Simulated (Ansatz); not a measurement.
F₂H₄OSSi₂ (`O[SiH](F)S[SiH2]F`), relaxed with RKS PBE0-D4/def2-TZVP in Ansatz 0.2.0 from a PBE-D4/def2-SVP geometry. The force threshold is 0.005 eV/Å; the program also tests the step.

Total charge 0; spin multiplicity 1.

Start:

```xyz
10

O    -0.103   -1.355   -1.583
Si    1.150   -0.818   -0.648
F     1.631    0.663   -1.153
S     0.591   -0.602    1.439
Si   -0.852    0.953    1.135
F    -1.762    0.542   -0.190
H    -0.940   -0.873   -1.423
H     2.278   -1.781   -0.744
H    -0.254    2.288    0.828
H    -1.740    0.982    2.339
```

Task: How much energy does the relaxation release, and in how many steps? (Best estimate.)

Result: Computed: 12.02 kJ/mol, in 11 steps.

Task: Which bonds change most? (An estimate is asked.)

Result: The calculation gave: Si5–F6 from 1.660 to 1.610 Å; Si2–F3 from 1.638 to 1.593 Å; Si2–S4 from 2.171 to 2.138 Å; O1–Si2 from 1.653 to 1.620 Å.

Task: Give the relaxed structure. (An estimate is asked.)

Result: The calculation gave: 
```xyz
10

O    -0.032   -1.291   -1.624
Si    1.157   -0.795   -0.643
F     1.690    0.631   -1.112
S     0.525   -0.618    1.391
Si   -0.883    0.942    1.135
F    -1.893    0.543   -0.054
H    -0.910   -0.919   -1.501
H     2.259   -1.764   -0.715
H    -0.261    2.219    0.733
H    -1.652    1.050    2.392
```
